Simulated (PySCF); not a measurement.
Compound: C4H9GeNSi.
Cartesian coordinates in Å at the PBE0-D3(BJ)/def2-SVP level; atoms count from 1:
```
atom  x, y, z in Å
C1     3.685    0.573    0.019
N2     2.581   -0.077    0.665
C3     1.560   -0.389   -0.021
Si4    0.105   -1.255    0.814
C5    -1.443   -0.386    0.336
C6    -2.445    0.226   -0.011
Ge7   -4.010    1.171   -0.537
H8     3.535    0.747   -1.066
H9     3.875    1.539    0.515
H10    4.596   -0.030    0.164
H11    1.510   -0.163   -1.113
H12    0.012   -2.666    0.328
H13    0.278   -1.233    2.291
H14   -4.530    0.572   -1.852
H15   -5.067    1.028    0.567
H16   -3.649    2.650   -0.736
```

Computed with PySCF at CAM-B3LYP/def2-SVPD, non-relativistic, on one gas-phase PBE0-D3(BJ)/def2-SVP geometry that isn't relaxed in the solvent. The solvent is an IEF-PCM continuum (Bondi radii, 1.10 Å for H, scaled by 1.2), and excitations are vertical TDDFT with non-equilibrium linear response and a frozen core. Only the electrostatic response of the medium enters. Spin–orbit coupling is left out although an atom past zinc is present.

Gas-phase singlets (H = HOMO, L = LUMO):

| state | E (eV) | λ (nm) | f | leading configurations |
| --- | --- | --- | --- | --- |
| S1 | 4.435 | 280 | 0.004 | H→L 79%, H→L+3 9% |
| S2 | 5.568 | 223 | 0.000 | H-2→L+1 24%, H-1→L 21%, H-1→L+1 19% |
| S3 | 5.812 | 213 | 0.007 | H-2→L+1 30%, H-1→L 20%, H-1→L+2 13% |
| S4 | 5.825 | 213 | 0.004 | H-1→L+1 30%, H-2→L 19%, H-2→L+2 14% |
| S5 | 6.743 | 184 | 0.191 | H→L+3 32%, H→L+2 16%, H→L+1 13% |

**Question.** How does the list change in methanol (ε = 32.61)?

**Answer.** 
```tsv
state	E (eV)	λ (nm)	f	leading configurations	change by rank (eV)
S1	4.510	275	0.006	H→L 77%, H→L+2 12%	+0.075
S2	5.629	220	0.000	H-2→L+1 26%, H-1→L 22%, H-1→L+1 16%	+0.061
S3	5.861	212	0.009	H-2→L+1 28%, H-1→L 22%, H-1→L+2 20%	+0.049
S4	5.872	211	0.005	H-1→L+1 31%, H-2→L 20%, H-2→L+2 18%	+0.047
S5	6.771	183	0.326	H→L+2 34%, H→L+1 15%, H→L+3 9%	+0.028
```

**Question.** What are the lowest 5 singlets in acetonitrile (ε = 35.69)?

**Answer.** 
```csv
state,E (eV),λ (nm),f,leading configurations,change by rank (eV)
S1,4.510,275,0.006,"H→L 77%, H→L+2 12%",+0.075
S2,5.629,220,0.000,"H-2→L+1 26%, H-1→L 22%, H-1→L+1 16%",+0.061
S3,5.861,212,0.009,"H-2→L+1 28%, H-1→L 22%, H-1→L+2 20%",+0.049
S4,5.872,211,0.005,"H-1→L+1 31%, H-2→L 20%, H-2→L+2 18%",+0.047
S5,6.770,183,0.331,"H→L+2 34%, H→L+1 15%, H→L+3 9%",+0.027
```

**Question.** The ground-state energy changes by -0.167 eV from gas to acetonitrile. By how much does the total energy of gas-phase S1 change?

**Answer.** E(S1) = E(S0) + excitation energy, so it changes by -0.167 + 0.075 = -0.092 eV: it is lowered less than the ground state, which is what a blue shift means. This is the vertical state, with the slow part of the continuum still set for S0.

**Question.** How do the frontier levels move from gas to acetonitrile?

**Answer.** 
| orbital | gas (eV) | solvent (eV) | change (eV) | Löwdin shares, gas | Löwdin shares, solvent |
| --- | --- | --- | --- | --- | --- |
| LUMO+2 | 0.78 | 0.79 | +0.01 | Ge7 35 %, C6 15 %, C5 13 %, H14 10 % | C5 18 %, C6 17 %, Ge7 15 %, Si4 13 % |
| LUMO+1 | 0.62 | 0.58 | -0.04 | C6 25 %, C5 25 %, Ge7 15 %, Si4 15 % | C6 26 %, C5 26 %, Si4 15 %, Ge7 14 % |
| LUMO | 0.14 | 0.12 | -0.02 | N2 26 %, C3 24 %, Si4 12 %, C6 8 % | N2 25 %, C3 23 %, Si4 13 %, C6 10 % |
| HOMO | -8.58 | -8.66 | -0.08 | N2 49 %, C3 15 %, C1 9 %, H11 7 % | N2 48 %, C3 16 %, C1 9 %, H11 7 % |
| HOMO-1 | -9.34 | -9.44 | -0.10 | C5 36 %, C6 36 %, Si4 7 %, Ge7 6 % | C5 34 %, C6 34 %, Si4 8 %, Ge7 7 % |
| HOMO-2 | -9.48 | -9.58 | -0.10 | C5 35 %, C6 34 %, N2 7 %, Ge7 7 % | C5 34 %, C6 33 %, N2 8 %, Ge7 8 % |
| HOMO-3 | -10.15 | -10.12 | +0.03 | N2 33 %, C3 26 %, C1 13 %, Si4 6 % | N2 32 %, C3 26 %, C1 14 %, H10 6 % |

The HOMO–LUMO gap goes from 8.72 to 8.78 eV. Rows go by rank; for LUMO+1 and LUMO+2 the atom shares or the degeneracy differ between the runs, so the row needn't follow one orbital.
